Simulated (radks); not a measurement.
Ho+, configuration [Xe] 4f11 6s1 (the NIST ground configuration). Method: scalar-relativistic Kohn-Sham, BLYP, spin-polarised, spherical densities, point nucleus; open shells are filled with parallel spins first (spin-orbit coupling, left out, can overturn this in heavy ions); computed with a radial shooting solver on a logarithmic mesh with Libxc functionals.

Normalised radial functions P(r) = r R(r), r in bohr:

```
   r/bohr * 5s down, o 5p up (the largest magnitude, 1.04, reaches the edge; | marks zero, & curves that meet)
 0.001015                             o*
 0.001387                             o *
  0.00188                             o *
 0.002548                             o *
 0.003481                             o  *
 0.004717                             o   *
 0.006393                             |o  *
 0.008734                             |o  *
  0.01184                             | o *
  0.01604                             |  &
  0.02192                             |*  o
   0.0297                           * |    o
  0.04058                        *    |     o
  0.05499                      *      |    o
  0.07453                        *    |  o
   0.1018                           o |*
    0.138                      o      |       *
    0.187                     o       |        *
   0.2555                            o|*
   0.3463                 *           |        o
   0.4693                *            |           o
   0.6411                             |o *
   0.8689               o             |                    *
    1.178     o                       |                          *
    1.609       o                     |                   *
     2.18                o            |        *
    2.955                        o    | *
    4.037                            o*
    5.471                             &
    7.414                             &
    10.13                             &
```

5s down: eigenvalue -56.025 eV, 4 radial nodes at r = 0.0251, 0.0995, 0.260, 0.615 bohr, <r> = 1.28 bohr, 90 % of the charge inside 1.85 bohr. 5p up: eigenvalue -32.642 eV, 3 radial nodes at r = 0.0894, 0.262, 0.660 bohr, <r> = 1.52 bohr, 90 % of the charge inside 2.24 bohr.
